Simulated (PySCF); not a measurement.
Radial density of I²⁵⁺ (iodine, charge +25)

UHF, [Ar] 3d10, closed-shell 1S. All numbers are calculated (PySCF 2.14, scalar relativity by spin-free X2C-1e, in an uncontracted even-tempered set (19 s from 3.1 bohr⁻², ratio 2.5; 13 p from 4.1 bohr⁻², ratio 2.5; 8 d from 4.1 bohr⁻², ratio 2.5; 4 f from 20 bohr⁻², ratio 2.7; 3 g from 30 bohr⁻², ratio 2.7)).

```csv
r (bohr),4πr²ρ (e/bohr)
0.0206,68.68
0.0346,59.06
0.0582,73.41
0.0978,84.52
0.165,59.57
0.277,67.61
0.466,17.14
0.783,0.2228
1.32,0.0001037
```

Densities and radii are taken from the X2C orbitals without a picture-change correction, which distorts them close to the nucleus.
